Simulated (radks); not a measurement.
Task: Valence configurations of Te+ (all share [Kr]). Calculated with a radial shooting solver on a logarithmic mesh with Libxc functionals: scalar-relativistic Kohn-Sham, PBE, spin-polarised, spherical densities, finite nucleus; open shells are filled with parallel spins first (spin-orbit coupling, left out, can overturn this in heavy ions); Fermi nuclear charge, rms radius 4.7423 fm. Order these by energy: 4d10 5s1 5p4; 4d7 5s2 5p6; 4d9.5 5s1.5 5p4; 4d8 5s1.5 5p5.5; 4d8 5s1 5p6; 4d9 5s2 5p4; 4d8 5s2 5p5; 4d10 5p5; 4d10 5s2 5p3; 4d9.5 5s2 5p3.5.

Result: From the lowest, in eV above it: 4d10 5s2 5p3 0.000; 4d10 5s1 5p4 9.867; 4d9.5 5s2 5p3.5 19.548; 4d10 5p5 21.371; 4d9.5 5s1.5 5p4 24.631; 4d9 5s2 5p4 40.156; 4d8 5s2 5p5 84.555; 4d8 5s1.5 5p5.5 90.102; 4d8 5s1 5p6 95.662; 4d7 5s2 5p6 133.20. NIST lists [Kr] 4d10 5s2 5p3 as the ground configuration; this level of theory agrees among the configurations tried. The energies are those of spherical high-spin densities, not of single terms.
